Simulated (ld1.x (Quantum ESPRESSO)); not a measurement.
# Ge, PAW: configuration errors across variants

| Property | Result |
| --- | --- |
| Element | germanium (Ge) |
| Generator | ld1.x (Quantum ESPRESSO) 7.5 |
| Type | PAW |
| Functional | PBE |
| Relativity | fully relativistic |
| Frozen core | [Ar] |
| Valence charge | 14 |
| Reference configuration | 3d10 4s1 4p3 |
| Partial waves | 4s (bound): rcut 1.70, rcutus 1.90 bohr; 4s channel at 1.1 Ry: rcut 1.70, rcutus 1.90 bohr; 4p (bound): rcut 1.55, rcutus 1.80 bohr; 4p channel at 0.25 Ry: rcut 1.55, rcutus 1.80 bohr; 3d (bound): rcut 0.80, rcutus 0.85 bohr; 3d channel at -0.4 Ry: rcut 0.80, rcutus 0.85 bohr |
| Local potential | all-electron potential smoothed inside 1.75 bohr (lloc = -1) |
| Core correction | Bessel-smoothed model core inside 0.80 bohr |
| Augmentation charge | BESSEL, radius 0.70 bohr |

Open shells are filled in proportion to 2j + 1 (rel_dist='average').

All-electron excitation energies from the reference (eV): (1) 3d10 4s2 4p2 -7.969; (2) 3d10 4s2 4p1 -0.523; (3) 3d10 4s2 4p0 14.919; (4) 3d10 4s2 4p1.5 -5.166; (5) 3d9 4s2 4p3 21.651; (6) 3d10 4s0 4p4 8.219; (7) 3d9 4s2 4p2 30.713.

4 further variants failed, have other tests or another functional or relativity, and are left out.

Errors AE − PS in meV (a dash: test not solved or not reliable):

| change | (1) | (2) | (3) | (4) | (5) | (6) | (7) | bound ghosts |
| --- | --- | --- | --- | --- | --- | --- | --- | --- |
| base | +1.7 | +2.3 | +2.5 | +1.9 | -191 | +0.3 | -190 | not determined |
| wave 4s channel at 1.1 Ry: rcut 1.70, rcutus 1.90 bohr becomes 4s channel at 0.21 Ry: rcut 1.70, rcutus 1.90 bohr | +1.8 | +2.4 | +2.8 | +2.1 | -182 | +0.3 | -178 | not determined |
| all radii but the core radius scaled by about 1.21 (s 2.30, p 2.18, d 1.02 bohr, rcut 2.06/1.88/0.96); local potential all-electron potential smoothed inside 2.12 bohr (lloc = -1); augmentation BESSEL, radius 0.84 bohr | +11 | +11 | +8.9 | +11 | +84 | +2.1 | +99 | not determined |
| augmentation BESSEL, radius 0.75 bohr | +1.3 | +1.7 | +1.9 | +1.5 | -202 | +0.2 | -201 | not determined |
| core correction Bessel-smoothed model core inside 0.50 bohr | +1.6 | +2.2 | +2.3 | +1.8 | -194 | +0.3 | -192 | not determined |
| waves 4p (bound): rcut 1.55, rcutus 2.40 bohr; 4p channel at 0.25 Ry: rcut 1.55, rcutus 2.40 bohr | +0.1 | +0.3 | +1.6 | – | -125 | -0.5 | -149 | not determined |

**Question.** Give the same row for: waves 3d (bound): rcut 0.80, rcutus 1.18 bohr; 3d channel at -0.4 Ry: rcut 0.80, rcutus 1.18 bohr.

**Answer.** +2.3, +2.7, +2.6, +2.5, -123, +0.7, -116; bound ghosts: not determined.
